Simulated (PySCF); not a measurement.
W+ (tungsten, charge +1): r2SCAN calculation

Configuration: [Xe] 4f14 5d4 6s1, high-spin 6D determinant. Computed with PySCF 2.14 in def2-TZVP with the def2 core potential (60 electrons), with a scalar-relativistic core potential.

```json
{
 "Total energy": "-66.6850 hartree",
 "One-electron energy": "-108.7705 hartree",
 "Hartree (Coulomb) energy": "49.4886 hartree",
 "Exchange-correlation energy": "-7.4031 hartree",
 "⟨S²⟩": "8.7518",
 "⟨L²⟩": "6.005",
 "Sum of ⟨r⟩": "20.73 bohr",
 "Sum of ⟨r²⟩": "41.38 bohr²",
 "Traceless quadrupole moment −½Σ⟨3z² − r²⟩ along its main axis": "-1.23 e·bohr²",
 "Time after the integrals": "0.59 s of wall time on 1 thread of Intel(R) Xeon(R) 6975P-C (shared host)"
}
```

| shell | electrons | mean orbital energy (hartree) | spread (hartree) | rms radius, mean of both spins (bohr) |
| --- | --- | --- | --- | --- |
| 5s α | 1 | -3.23958 | 0 | 1.15 |
| 5s β | 1 | -3.14643 | 0 | 1.15 |
| 5p α | 3 | -1.90730 | 0.01299 | 1.35 |
| 5p β | 3 | -1.78783 | 0.04450 | 1.35 |
| 5d α | 4 | -0.48281 | 0.03843 | 2.13 |
| 6s α | 1 | -0.48246 | 0 | 3.09 |

Energies and moments cover only the electrons outside the core potential. Spin-orbit coupling, absent here, splits the open shell strongly.
